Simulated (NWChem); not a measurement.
System: Si$_{2}$H$_{4}$OCl$_{2}$; SMILES Cl[SiH]([SiH2]O)Cl

```xyz
9

O      0.3660     2.8248     0.1356
Si    -0.8041     1.6996    -0.2464
Si    -0.0535    -0.3797     0.5380
Cl    -1.1137    -1.9313    -0.3250
Cl     1.9327    -0.4544    -0.0883
H      1.2692     2.5778    -0.0921
H     -1.0263     1.5504    -1.7183
H     -2.0643     2.1339     0.4139
H     -0.0460    -0.6053     2.0088
```
Atoms are numbered in this order, from 1.

All runs use the structure optimised with PBE0/def2-SVP.

**Question.** Give the principal values of the shielding tensors (ppm) of O1, Si2, Si3, Cl4, Cl5 from LDA (Slater exchange, VWN5)/pcSseg-1, GIAO (NWChem), with their diamagnetic and paramagnetic parts as GIAO splits them.

**Answer.** 
```json
[
 {"atom": "O1", "σ11": "289.3", "σ22": "332.6", "σ33": "372.6", "isotropic": "331.5", "diamagnetic": "389.9", "paramagnetic": "-58.4"},
 {"atom": "Si2", "σ11": "288.6", "σ22": "303.6", "σ33": "432.0", "isotropic": "341.4", "diamagnetic": "880.7", "paramagnetic": "-539.3"},
 {"atom": "Si3", "σ11": "234.9", "σ22": "294.3", "σ33": "323.5", "isotropic": "284.2", "diamagnetic": "880.6", "paramagnetic": "-596.3"},
 {"atom": "Cl4", "σ11": "681.6", "σ22": "885.5", "σ33": "1005.3", "isotropic": "857.5", "diamagnetic": "1148.2", "paramagnetic": "-290.7"},
 {"atom": "Cl5", "σ11": "688.3", "σ22": "905.2", "σ33": "1000.5", "isotropic": "864.7", "diamagnetic": "1148.2", "paramagnetic": "-283.5"}
]
```
